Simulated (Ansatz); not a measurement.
A nudged elastic band was laid between two geometries of CH6BN + FH (11 atoms, charge 0, multiplicity 1).

Level of theory: Ansatz 0.2.0, RKS PBE-D4/6-31G*.

```
movable images  : 7
climbing image  : yes
spring          : 5.0 eV/Å²
optimiser       : quadratic models (default)
start path      : through a guess of the saddle point
force threshold : 0.05 eV/Å
iteration limit : 60
end points      : relaxed
```

First end point:

```xyz
11
Properties=species:S:1:pos:R:3
B -0.103 -0.205 -0.166
H -0.183 -0.483 1.025
C 1.297 0.027 -0.843
H 1.976 -0.828 -0.669
H 1.251 0.216 -1.930
H 1.775 0.903 -0.363
N -1.322 -0.156 -0.850
H -2.228 -0.283 -0.403
H -1.388 0.057 -1.844
F 0.164 2.037 1.468
H 0.004 1.098 1.514
```

Last end point:

```xyz
11
Properties=species:S:1:pos:R:3
B -0.164 0.388 -0.664
H 0.205 0.929 3.392
C 1.300 -0.022 -1.089
H 1.334 -0.785 -1.886
H 1.864 0.861 -1.441
H 1.859 -0.416 -0.221
N -1.330 -0.170 -1.226
H -1.309 -0.877 -1.955
H -2.266 0.105 -0.935
F -0.336 1.330 0.307
H 0.085 1.041 2.659
```

**Question.** What changes between the two ends?

**Answer.** Bonds broken: B1–H2, F10–H11. Bonds formed: B1–F10, H2–H11. CH6BN + FH becomes CH5BFN + H2.

**Question.** Give the energies along the band, and the barrier.

**Answer.** The run converged. The highest image is number 3 of 0 to 8, 27.0 kcal/mol above the first end and 60.6 kcal/mol above the last; the last end lies 33.6 kcal/mol below the first. Neighbouring images differ by up to 1.4 eV, so the band resolves the path poorly. A vibrational analysis at the climbing image gives one clearly imaginary mode, 510i cm⁻¹: a first-order saddle point. The orbitals stay closed-shell, which can raise the energy where a bond breaks towards radicals; this wasn't checked here.

| image | path coordinate (Å) | energy (kcal/mol) | B1–H2 (Å) | F10–H11 (Å) | B1–F10 (Å) |
| --- | --- | --- | --- | --- | --- |
| 0 | 0.00 | 0.0 | 1.23 | 0.95 | 2.79 |
| 1 | 0.94 | 1.2 | 1.23 | 0.95 | 2.68 |
| 2 | 1.88 | 14.3 | 1.23 | 0.95 | 2.44 |
| 3 | 2.83 | 27.0 | 1.25 | 0.96 | 2.21 |
| 4 | 3.81 | 1.0 | 1.72 | 1.62 | 1.49 |
| 5 | 4.80 | -30.5 | 2.52 | 2.39 | 1.37 |
| 6 | 5.79 | -32.9 | 3.27 | 2.56 | 1.36 |
| 7 | 6.78 | -33.4 | 3.71 | 2.44 | 1.36 |
| 8 | 7.77 | -33.6 | 4.11 | 2.41 | 1.36 |

**Question.** What is the geometry of the highest image?

**Answer.** 
```xyz
11
Properties=species:S:1:pos:R:3
B -0.039 -0.028 -0.132
H -0.140 -0.262 1.095
C 1.409 -0.025 -0.731
H 1.662 -1.082 -0.963
H 1.455 0.519 -1.688
H 2.193 0.341 -0.047
N -1.235 -0.106 -1.002
H -1.723 -0.993 -0.805
H -1.905 0.609 -0.685
F -0.247 2.041 0.603
H -0.186 1.371 1.294
```

The band took 20 iterations and about 4 core-minutes.

Run time: 4.2 min on 1 thread of Arm Neoverse V2, with other jobs on the host, peak memory 0.12 GiB.
